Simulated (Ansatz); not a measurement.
Coupled-cluster diagnostics for (NaH)4 cube (Na4H4), Ansatz.

Geometry of the singlet (PBE0-D4/def2-SVP):

```xyz
8

Na    1.8726   -0.1149    0.1635
Na   -0.8096   -1.2139    1.1907
Na   -0.5598    1.7505    0.4111
Na   -0.5032   -0.4217   -1.7652
H     0.5833   -1.8243   -0.4285
H     0.5244    0.4396    1.8396
H     0.8439    1.2650   -1.2408
H    -1.9516    0.1197   -0.1702
```

Correlated methods freeze 4 core orbitals; core or outer-core shells of Na are correlated, in sets that lack core-valence functions.

Q: Estimate the CCSD(T) correlation energy, the shares of MP2 and (T), T1 and the reference's ⟨S²⟩ for: charge 0, singlet, own geometry in def2-TZVP; and the rough time on 2 threads of Intel Xeon 6975P-C on a shared host.

A: 
| state | basis | correlation (eV) | MP2 share (%) | (T) share (%) | T1 | ⟨S²⟩ (pure) | wall time |
| --- | --- | --- | --- | --- | --- | --- | --- |
| charge 0, singlet, own geometry | def2-TZVP | -22.286 | 92.6 | 1.3 | 0.008 | 0.00 (0.00) | 25 s |
Customary marks for T1 are 0.02 (closed shells), 0.045 (open shells) and about 0.05 (3d metals). T1 stays under 0.02 throughout.
